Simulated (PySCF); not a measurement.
# Exercise with solution: chemical shift, span and skew from a shielding tensor

Be(NH2)(GeH3) (BeGeH5N), SMILES [Be]([NH2])[GeH3]. Atoms are numbered in the order given.

```xyz
8

Be    -0.1135     1.1241    -0.7086
N     -0.2281     2.3838    -1.5085
H     -0.5720     3.2652    -1.1594
H      0.0269     2.4805    -2.4794
Ge     0.0692    -0.7252     0.4590
H      0.9871    -1.7707    -0.2165
H      0.6709    -0.5024     1.8657
H     -1.2751    -1.4505     0.6948
```
Charge 0, spin multiplicity 1.

Geometry: B3LYP-D3(BJ)/def2-TZVP. Other conformers were not sampled.

GIAO shieldings from PBE0/pcSseg-2 (PySCF), non-relativistic, no solvent. The symmetric part of the tensor of N2 has the principal values 144.5, 223.2, 287.1 ppm. The same nucleus in NH3 has σ = 263.3 ppm at this level (PySCF, at its B3LYP-D3(BJ)/def2-TZVP geometry).

### Question
Work out the isotropic shielding, the ¹⁵N shift against NH3, the span and the skew.

### Answer

σ(iso) = (σ11 + σ22 + σ33)/3 = 218.3 ppm. δ = σ(ref) − σ(iso) = 263.3 − (218.3) = 45.0 ppm.
Span Ω = σ33 − σ11 = 142.6 ppm. Skew κ = 3(σ(iso) − σ22)/Ω = -0.10. Tumbling in solution averages the tensor to δ; in a static solid the shielding alone would spread this spin-1/2 line over Ω.
